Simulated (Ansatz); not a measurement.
Frontier orbitals of ClFGe2H4O (`[OH][Ge]([F])([Cl])[GeH3]`).

Total charge 0; spin multiplicity 1. Correlated methods include outer-core shells of Ge, which these sets cover unevenly. Scalar relativity is left out up to krypton. The structure was optimised at the PBE0-D4/def2-TZVP level. It is one conformer, not always the lowest. Basis def2-TZVPP, the Gaussian-basis code of Ansatz.

| functional | HOMO (eV) | LUMO (eV) | gap (eV) |
| --- | --- | --- | --- |
| LDA (SPW92) | -7.74 | -1.99 | 5.75 |
| PBE | -7.58 | -1.69 | 5.89 |
| revPBE | -7.52 | -1.57 | 5.95 |
| r2SCAN | -7.93 | -1.39 | 6.54 |
| B97M-V | -8.02 | -1.35 | 6.67 |
| PBE0 | -8.87 | -0.74 | 8.13 |
| r2SCANh | -8.40 | -1.06 | 7.34 |
| r2SCAN0 | -9.09 | -0.57 | 8.52 |
| ωB97X-V | -11.13 | 1.39 | 12.52 |
| ωB97M-V | -10.94 | 1.15 | 12.09 |

Question: What is the vertical ionisation energy at frozen-core CCSD(T)/def2-TZVPP? (Estimate.)

Answer: The calculation gave: 11.07 eV (T1 of the cation 0.019).

From PBE to PBE0 the HOMO moves by −1.29 eV and the LUMO by +0.95 eV, and with ωB97M-V by −3.37 and +2.84 eV, so the gap grows from 5.89 to 12.09 eV with exact exchange. A positive LUMO is unbound and depends on the basis. −ε(HOMO) differs from that ionisation energy by −3.49 eV with PBE and −0.12 eV with ωB97M-V.
